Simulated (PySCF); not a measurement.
# A small calculation by hand: chemical shift, span and skew from a shielding tensor

Al(H)(Br)(NH2) (AlBrH3N), SMILES [NH2][AlH][Br]. Atoms are numbered in the order given.

```xyz
6

Al    -0.6040     1.0865     0.0000
H     -2.1292     1.4335     0.0000
Br     0.1000    -1.0696     0.0000
N      0.6313     2.3396     0.0000
H      1.6249     2.1701     0.0000
H      0.4389     3.3294     0.0000
```

Coordinates come from a B3LYP-D3(BJ)/def2-TZVP optimisation. One conformer was computed; it need not be the lowest.

GIAO shieldings from KT2/pcSseg-2 run with PySCF, non-relativistic, no solvent. The symmetric part of the tensor of N4 has the principal values 147.0, 218.6, 252.0 ppm. The same nucleus in NH3 has σ = 261.9 ppm at this level (PySCF, at its B3LYP-D3(BJ)/def2-TZVP geometry). Without spin–orbit terms, shifts of atoms bonded to Cl or Br come out too high.

**Question.** Work out the isotropic shielding, the ¹⁵N shift against NH3, the span and the skew.

**Answer.** 
σ(iso) = (σ11 + σ22 + σ33)/3 = 205.9 ppm. δ = σ(ref) − σ(iso) = 261.9 − (205.9) = 56.0 ppm.
Span Ω = σ33 − σ11 = 105.0 ppm. Skew κ = 3(σ(iso) − σ22)/Ω = -0.36. Tumbling in solution averages the tensor to δ; in a static solid the shielding alone would spread this spin-1/2 line over Ω.
